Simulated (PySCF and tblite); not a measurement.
C4H6BrFO, numbered as in [F:1][C@H:2]1[CH2:3][C@H:4]([Br:5])[CH2:6][O:7]1. Free energies: OPBE-D3(BJ)/def2-SVP on GFN2-xTB structures plus GFN2-xTB thermal terms, symmetry and mirror images included. Conformers within 2.5 kcal/mol (GFN2-xTB free energy) were kept, 6 at most. GIAO shieldings: OPBE/def2-SVP. Shifts are against CFCl3 (¹⁹F) at the same level. Programs: PySCF with density fitting and tblite.

The 5-ring runs over atoms 2–3–4–6–7.

Two conformers hold nearly all the population. I: 5-ring twist (ring torsions -12, 30, -38, 30, -10°); δ(F1) = -133.73 ppm. II: 5-ring envelope (ring torsions 32, -19, -5, 27, -37°); δ(F1) = -127.35 ppm. The average over the ensemble at 298.15 K is -128.65 ppm.

(1) What populations and free-energy difference follow from a two-state model?

Spin–orbit effects of the heavy atoms on shieldings are missing. Unscaled ¹⁹F shifts at such levels can be off by tens of ppm; differences between conformers or isomers are more reliable.

Answers

(1) p(I) = (-128.65 − (-127.35))/(-133.73 − (-127.35)) = 0.20, so K = p(II)/p(I) = 3.91 and G(II) − G(I) = −RT ln K = -0.81 kcal/mol. The weights computed directly are 20.3 % and 79.7 %.


Conformer gaps in def2-SVP on xTB geometries can be 2 kcal/mol too large for S=O, P=O and other polar bonds.